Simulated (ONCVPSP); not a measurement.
# Logarithmic derivatives: Xe, ONCV

* Element: xenon
* Generator: ONCVPSP 4.0.1
* Type: optimised norm-conserving Vanderbilt (ONCV)
* Functional: PBE
* Relativity: fully relativistic
* Frozen core: [Kr] 4d10
* Valence charge: 8
* Reference configuration: 5s2 5p4 (charge +2)
* Partial waves: 5s: rc 1.75 bohr, ncon 4, nbas 7, qcut 3.5 1/bohr, 2 projectors, debl 1.4 Ha; 5p: rc 1.70 bohr, ncon 5, nbas 10, qcut 5.9 1/bohr, 2 projectors, debl 3.1 Ha; d scattering state at 0.38 Ha: rc 1.90 bohr, ncon 4, nbas 8, qcut 4.9 1/bohr, 2 projectors, debl 0.4 Ha
* Local potential: polynomial inside 1.15 bohr (lpopt 2, dvloc0 0 Ha)
* Core correction: Teter function, fcfact 3.75, rcfact 1.15

Open shells are filled in proportion to 2j + 1.

In the s channel the program set the typed energies aside and used -1.443, 0.250 Ha. In the d channel the program set the typed energies aside and used 0.050, 0.450 Ha (j = l + 1/2; the other j can differ).

The phase is arctan(r·R′/R) of the radial function R(r), unwrapped; energies in Ha, scanned from -3 to 5 Ha. A pole is an energy at which the radial function vanishes at the test radius. The pseudo phase is shifted by a multiple of π to meet the all-electron one at the reference energy, and phase errors are pseudo minus all-electron; the curves can meet again beyond the range given. Levels narrower than the energy grid can be missing from the lists of poles.

For each channel, where are the poles, and over which energies does the pseudopotential scatter like the atom?

```tsv
channel	radius (bohr)	reference energy (Ha)	poles, all-electron	poles, pseudo	unbroken range about the reference energy with phases within 0.05 rad	phase error 1 Ha above the reference energy (rad)
s	1.77	-1.44	0.97	0.97	below 4.9	-0.000
p3/2	1.73	-0.96	2.58	2.58	the whole range	+0.000
p1/2	1.73	-1.02	2.24	2.24, 4.59	below 3.8	-0.001
d5/2	1.93	0.05	-2.85, 2.96	-1.92, 3.08	-1.5 to 4.6	+0.000
d3/2	1.93	0.05	-2.93, 2.89	-2.08, 3.04	-1.8 to 4.4	+0.001
```

Note: ghosts flagged at negative energy: p3/2 at -121.5 eV, d5/2 at -53.3 eV, d3/2 at -57.5 eV; GHOST(+) flagged for s at 14.9 eV, p1/2 at 116.8 eV. A true bound ghost makes a file unfit for plane-wave use.

Phases in the d5/2 channel:

```
E (Ha)  all-electron  pseudo
 -2.98        -1.094   1.230
 -2.76        -1.670   1.199
 -2.54        -1.782   1.154
 -2.32        -1.842   1.068
 -2.10        -1.890   0.670
 -1.88        -1.938  -1.695
 -1.66        -1.992  -1.918
 -1.44        -2.056  -2.022
 -1.22        -2.140  -2.121
 -1.00        -2.254  -2.244
 -0.78        -2.418  -2.412
 -0.56        -2.661  -2.659
 -0.34        -3.007  -3.006
 -0.12        -3.415  -3.415
  0.10        -3.775  -3.775
  0.32        -4.033  -4.033
  0.54        -4.206  -4.206
  0.76        -4.325  -4.325
  0.98        -4.410  -4.410
  1.20        -4.474  -4.473
  1.42        -4.524  -4.523
  1.64        -4.564  -4.562
  1.86        -4.597  -4.595
  2.08        -4.625  -4.622
  2.30        -4.650  -4.646
  2.52        -4.673  -4.667
  2.74        -4.693  -4.686
  2.96        -4.712  -4.704
  3.18        -4.731  -4.720
  3.40        -4.749  -4.735
  3.62        -4.768  -4.750
  3.84        -4.787  -4.764
  4.06        -4.807  -4.779
  4.28        -4.829  -4.793
  4.50        -4.854  -4.808
  4.72        -4.883  -4.824
  4.94        -4.918  -4.840
```
